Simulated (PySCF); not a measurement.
# Stationary points of SnOCl

Computed with PBE0/[Sn def2-TZVP with ECP28, O def2-TZVP, Cl def2-TZVP], scalar-relativistic core potentials, density fitting, no spin–orbit coupling, PySCF.

Relaxations began from a few typed shapes; open shells are unrestricted. The search is not exhaustive: other isomers or separated fragments can lie lower, and high-lying points may rest on an excited occupation.

**Question.** Order these stationary points by electronic energy, lowest first, in kJ/mol from the lowest minimum.
A. doublet C∞v: Sn–Cl 2.473 Å, Sn–O 1.857 Å; Cl–Sn–O 180.0°
B. doublet Cs: Sn–Cl 2.361 Å, Sn–O 1.982 Å; Cl–Sn–O 94.9°

**Answer.** B (0.0), A (73.4).

**Question.** Which of them are minima?

**Answer.** By energy in kJ/mol, 0.0: minimum; 73.4: saddle point, 2 imaginary modes.

For the lowest minimum: spin–orbit coupling, left out here, can matter for elements this heavy.
